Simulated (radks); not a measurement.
Task: Mo37+, 5 electrons, occupied as [He] 2s2 4f1 (not the ground configuration). All-electron calculation, scalar-relativistic Kohn-Sham, PBEsol, spin-polarised, spherical densities, finite nucleus; open shells are filled with parallel spins first (spin-orbit coupling, left out, can overturn this in heavy ions); Fermi nuclear charge, rms radius 4.4091 fm. Program: a radial shooting solver on a logarithmic mesh with Libxc functionals. Some entries of the table are withheld. Estimate them.

orbital  occ.  eigenvalue (Ry)  <r> (bohr)
1s down     1        -1693.124         (1)
1s up       1        -1693.124         (2)
2s up       1        -398.2777         (3)
2s down     1        -398.1662         (4)
4f up       1        -89.14590         (5)

Result: 
(1) 1s down <r> (bohr): 0.03500
(2) 1s up <r> (bohr): 0.03500
(3) 2s up <r> (bohr): 0.1437
(4) 2s down <r> (bohr): 0.1436
(5) 4f up <r> (bohr): 0.4705
